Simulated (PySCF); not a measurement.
boroxine (B3H3O3), SMILES B1OBOBO1. Heavy atoms are numbered as in [BH:1]1[O:2][BH:3][O:4][BH:5][O:6]1. Hydrogens are named by the atom that carries them.

Coordinates come from a ωB97X-D3(BJ)/def2-SVP optimisation.

Calculation: HF/pcSseg-1 run with PySCF.

GIAO shieldings, no solvent; atoms alike by connectivity are averaged. δ = σ(ref) − σ: ¹¹B against BF3 (σ = 102.7 ppm); ¹⁷O against H2O (σ = 333.0 ppm); ¹H against TMS (σ = 31.99 ppm), references at their B3LYP-D3(BJ)/def2-TZVP geometries, non-relativistic.

Computed chemical shifts:
```csv
nucleus,atoms,count,δ (ppm)
¹¹B,B1 (BH),3,16.2
¹⁷O,O2,3,177.5
¹H,H on B1,3,4.69
```
